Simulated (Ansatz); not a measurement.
Ideal-gas functions of CH₄BClN₂ (`N=C(Cl)BN`) at 400 K and 1 bar, from an Ansatz frequency run at PBE0-D4/def2-TZVP.

Molar mass 90.32 g/mol, point group Cs (symmetry number 1), electronic degeneracy 1, moments of inertia 95.422, 145.505, 240.926 u Å². Harmonic wavenumbers (cm⁻¹, unscaled): 85, 201, 394, 401, 456, 533, 640, 714, 848, 910, 930, 959, 1143, 1206, 1413, 1634, 1748, 2667, 3494, 3598, 3710.

Use S(trans) = R[1.5 ln M + 2.5 ln T − 1.1517]; rotational temperatures θ = 24.2544 K / I; S(rot) = R[ln(√π/σ · √(T³/θAθBθC)) + 1.5]; for each mode x = 1.438777 ν̃/T, S = R[x/(eˣ − 1) − ln(1 − e⁻ˣ)] and H = RT x/(eˣ − 1); 1 cm⁻¹ = 0.0119627 kJ/mol; R = 8.31446 J/(mol·K).

Question: By hand: the entropy, in J/(mol·K).

Answer: Translation 171.1. Rotation: θ = 0.2542, 0.1667, 0.1007 K, giving 114.6. Vibration, mode by mode: 18.20, 11.19, 6.08, 5.95, 5.07, 4.07, 3.00, 2.44, 1.66, 1.39, 1.31, 1.21, 0.71, 0.59, 0.32, 0.16, 0.11, 0.01, 0.00, 0.00, 0.00, in all 63.5. Electronic 0.0. Sum 349.2 J/(mol·K).

Question: By hand: H − E and G − E in kJ/mol, counted from the electronic energy.

Answer: Zero-point energy ½ × 27684 × 0.0119627 = 165.6; thermal vibration 14.4; translation, rotation and pV give 4 RT = 13.3. H − E = 193.3 kJ/mol, and G − E = 193.3 − 400 × 349.2/1000 = 53.6 kJ/mol.

Vibration gives 18 % of the entropy, 18.2 J/(mol·K) of it from the mode under 150 cm⁻¹: soft modes count most, and the harmonic formula is weakest for them. The sum counts one conformer and one mirror image; others add a mixing term.
